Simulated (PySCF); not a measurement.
Compound: CH9F3O3Si4.
Bonds: F1–C2, C2–F3, C2–F4, C2–Si5, Si5–O6, O6–Si7, Si7–O8, O8–Si9, Si7–O10, O10–Si11. Hydrogens: H12, H13 on Si5; H14 on Si7; H15, H16, H17 on Si9; H18, H19, H20 on Si11.

Computed with PBE0-D3(BJ)/def2-SVP geometry optimisation, gas phase in PySCF 2.14.0.

(1) List the bond lengths, angles and torsions at this level.

Results:

(1) 
```csv
bond,length (Å),order
"F1–C2, C2–F3, C2–F4",1.341,single
C2–Si5,1.927,single
Si5–O6,1.647,single
O6–Si7,1.654,single
"Si7–O8, Si7–O10",1.641,single
"O8–Si9, O10–Si11",1.663,single
"Si5–H12, Si5–H13",1.487,single
Si7–H14,1.469,single
Si9–H15 and 4 like bonds,1.491,single
Si9–H16,1.497,single
```

Bonds in one row agree within 0.01 Å and their mean is given. Orders are formal, as drawn. A selection of angles:
```csv
angle,degrees
F1–C2–F3,107.2
F1–C2–Si5,109.9
F3–C2–Si5,112.5
F4–C2–Si5,112.3
C2–Si5–O6,107.7
Si5–O6–Si7,147.0
O6–Si7–O8,108.6
O8–Si7–O10,110.1
Si7–O8–Si9,142.9
Si7–O10–Si11,144.7
```

Dihedral angles: F1–C2–Si5–O6 180° (antiperiplanar); C2–Si5–O6–Si7 -131° (anticlinal); Si5–O6–Si7–O8 -58° (synclinal); O6–Si7–O8–Si9 56° (synclinal); O6–Si7–O10–Si11 -31° (synclinal). The mirror-image conformer, all signs reversed, is as good.

Of the pairs four or more bonds apart, Si5···Si11 is among the closest relative to their van der Waals radii: 4.21 Å, 100 % of the sum of Bondi's values. The O–Si distances run from 1.640 Å (Si7–O10, drawn single) to 1.664 Å (O10–Si11, drawn single), a spread of 0.024 Å. Si7 (oxygen-bound silicon) is tetrahedral (angles from 108.6° to 110.2°). Si5 (oxygen-bound silicon) is tetrahedral (angles from 106.8° to 111.8°). Si9 (oxygen-bound silicon) is tetrahedral (angles from 108.6° to 110.3°).

Point group: C1 (no symmetry element, even within 0.4 Å). No frequency check. One conformer, not necessarily the lowest.
